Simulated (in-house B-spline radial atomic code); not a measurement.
Cs. Computed with a B-spline radial atomic code. Model: non-relativistic spherical atom: semilocal Troullier-Martins pseudo-atom, one channel per l, against all electrons, high spin, G0W0 and RPA with empty states to l = 8, local potential for every l without a channel, a model core (radius 0 = none) keeps its share of the functional.

Without relativity these are model numbers for so heavy an element.

What the tables leave out is listed at the end.

The pseudopotential gives back the lowest level of each angular momentum of its own functional in the configuration it was made in; a second state of the same l is only approximately right. Exact exchange, RPA and GW see the smooth pseudo-orbitals and miss the exchange with the core, for which the functional's share stands in. The column with an uncorrelated core keeps all orbitals and exact exchange, and so separates missing core correlation from pseudisation. Only the three outermost levels and the lowest empty one were computed. RPA here is direct RPA, with no exchange kernel, and its energies carry an (l + 1/2)⁻⁴ tail. A hybrid on a potential with a model core restores only its own semilocal share of the core's exchange.

Command:
```bash
python run_psgw.py task.json out
```
Settings (lengths in bohr, energies in hartree):
```
Z                      55
electrons              55
configuration          [Xe] 6s1
generated_in           [Xe] 6s1
functional             pbe,pbe
core_shells            8
radius_factor          1
core_correction        False
ion_configuration      [Kr] 4d10 5s2 5p6
```

Time taken, with all properties: 66 s on 1 thread of Intel(R) Xeon(R) Platinum 8488C (Sapphire Rapids) (shared host).

Given: made with PBE; model core radius 0 bohr; local radius 0.886 bohr; mean-field start PBE0.

Valence shells of the generating configuration: 4d, 5s, 5p, 6s.

Channel: s 1.609, p 1.809, d 0.723 (radii in bohr).

Computed: largest level miss in the spin-unpolarised generating configuration 0.015 eV; all-electron RPA polarisability, core included 213.45 bohr³; pseudo-atom RPA polarisability 211.36 bohr³; ionisation by mean-field all-electron 3.751 eV; ionisation by mean-field pseudo minus all 0.021 eV; ionisation by RPA all-electron 4.0454 eV; ionisation by RPA pseudo minus all 0.028 eV.

```tsv
level	occupied	mean-field all-electron (eV)	mean-field pseudo minus all (eV)	G0W0 all-electron (eV)	G0W0 uncorrelated core minus all (eV)	G0W0 pseudo minus all (eV)	exchange self-energy all-electron (eV)	exchange self-energy pseudo (eV)
6s up	1	-2.5736	-0.015	-3.9872	0.004	-0.046	-4.9611	-4.8541
6s down (empty)	0	-1.0097	-0.009	-0.45413	0.005	-0.034	-0.84512	-0.71427
```

Task: What is the valence RPA correlation energy pseudo?

Result: -1.3917 hartree.

Task: What is the valence RPA correlation energy all-electron orbitals?

Result: -1.0904 hartree.

Given: mean-field start Hartree-Fock.

Computed: valence RPA correlation energy pseudo -1.2398 hartree; all-electron RPA polarisability, core included 164.13 bohr³; pseudo-atom RPA polarisability 163.5 bohr³; ionisation by mean-field all-electron 3.3591 eV; ionisation by mean-field pseudo minus all 0.013 eV; ionisation by RPA all-electron 3.8265 eV.

```
  level  occupied  mean-field all-electron (eV)  mean-field pseudo minus all (eV)  G0W0 all-electron (eV)  G0W0 uncorrelated core minus all (eV)  G0W0 pseudo minus all (eV)  exchange self-energy all-electron (eV)  exchange self-energy pseudo (eV)
  6s up         1                       -3.3719                            -0.011                 -3.9125                                  0.004                       0.002                                 -4.5068                           -4.4122
5p down         1                       -18.576                            -0.659                 -18.936                                  0.022                      -0.158                                 -20.638                            -20.31
  5p up         1                       -18.613                            -0.663                 -18.968                                  0.022                      -0.163                                 -20.597                           -20.291
```

Task: What is the ionisation by RPA pseudo minus all?

Result: 0.016 eV.

Task: What is the valence RPA correlation energy all-electron orbitals?

Result: -0.94355 hartree.

Among the listed levels the largest G0W0 shift of the pseudo-atom is -0.16 eV, for 5p up on the Hartree-Fock start, while leaving the core uncorrelated moves that level by +0.02 eV. So pseudisation and the lost core exchange, not the missing core correlation, make the error. Not in the tables (levels of low weight, unsolved or above zero; the highest and the empty levels are kept at any weight): on PBE, a start not tabulated, the G0W0 levels 6s up (pseudo minus all -0.05 eV, weights 0.56 and 0.58), 5p down (pseudo minus all -0.94 eV, weights 0.14 and 0.10), 5p up (pseudo minus all -0.92 eV, weights 0.13 and 0.16), 6s down (pseudo minus all -0.05 eV, weights 0.69 and 0.68); on PBE0 the G0W0 levels 5p down (pseudo minus all -0.73 eV, weights 0.05 and 0.37), 5p up (pseudo minus all -0.74 eV, weights 0.05 and 0.37).
